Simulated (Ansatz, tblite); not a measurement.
Removing and adding an electron: n-GeGeGeSiGeGeH14 (SiGe₅H₁₄). The state is a singlet with charge 0. Geometry: PBE-D4/def2-SVP. Ansatz, gas phase; energy differences of separate SCF runs; the oxidised species was run as a doublet alone; the reduced species was run as a doublet alone.

```xyz
20

Ge   -1.938   -1.908    0.326
Ge    0.288   -2.127   -0.651
Ge    0.574   -0.438   -2.391
Si    0.118    1.713   -1.440
Ge    1.354    1.960    0.603
Ge    0.173    1.062    2.541
H    -2.268   -0.408    0.551
H    -2.041   -2.644    1.688
H    -2.997   -2.497   -0.644
H     1.371   -1.897    0.441
H     0.483   -3.561   -1.219
H     2.033   -0.467   -2.932
H    -0.385   -0.740   -3.579
H     0.489    2.811   -2.404
H    -1.356    1.829   -1.144
H     2.728    1.244    0.465
H     1.643    3.465    0.873
H     0.063   -0.484    2.461
H    -1.259    1.654    2.609
H     0.927    1.431    3.847
```

The xTB rows come from tblite. HOMO above LUMO, or a gap near zero within one spin, warns that the state may not be the lowest or that an electron is smeared out.

| level | −HOMO (eV) | vertical IE (eV) | −LUMO (eV) | vertical EA (eV) | HOMO–LUMO gap (eV) | IE − EA (eV) | remarks |
| --- | --- | --- | --- | --- | --- | --- | --- |
| GFN1-xTB | 11.53 | 13.17 | 7.93 | 5.91 | 3.60 | 7.26 | – |
| GFN2-xTB | 10.02 | 12.09 | 5.88 | 3.49 | 4.14 | 8.59 | – |
| PBE-D4/def2-TZVP | 6.69 | – | 1.26 | -0.49 | 5.43 | – | HOMO above zero (-1 doublet), gap within one spin near zero (-1 doublet) |
| PBE0-D4/def2-TZVP | 7.67 | 9.19 | 0.50 | -0.67 | 7.17 | 9.86 | HOMO above zero (-1 doublet) |

Run but left out: PBE-D4/def2-TZVP (charge +1 doublet: an occupied level 0.00 eV above an empty one).   A HOMO above zero means that the electron is unbound at that level or that self-interaction error raises the level; the energy of removing that electron tells which. Raw xTB energy differences between charge states are shifted by several eV; the methods need an empirical correction for them. Sets without diffuse functions give affinities that are too small. A negative affinity means that the extra electron isn't bound; its size then hangs on the basis.
